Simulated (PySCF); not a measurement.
BFH, SMILES [BH]F (connectivity only; charge and spin as stated), charge +1, multiplicity 1.

Geometry: PBE0-D3(BJ)/def2-TZVPD. The multiplicity is an assumed one; other spin states were not compared. The isomer is the one that the SMILES or the coordinates give; other isomers of the formula were not compared.

Two levels are set side by side: PBE/def2-TZVPD (PySCF) and B3LYP/def2-TZVPD (PySCF). Same geometry, gas phase. Differences are taken from unrounded values.

| quantity | B3LYP | PBE | PBE minus B3LYP |
|---|---|---|---|
| orbital gap (eV) | 12.19 | 9.84 | -2.35 |
| highest occupied level (eV) | -21.96 | -20.46 | 1.49 |
| lowest empty level (eV) | -9.77 | -10.62 | -0.85 |
| mean polarisability (bohr³) | 10.0 | 10.3 | 0.3 |

PBE's occupied levels lie high since its potential decays too fast outside the molecule; exact exchange lowers them and widens the gap. PBE's more diffuse valence density responds more strongly to a field. Differences between two approximate levels are no errors against the true value.

Rough cost on one machine, each run with all the roots and properties that it gave: B3LYP against PBE within a factor of 2.
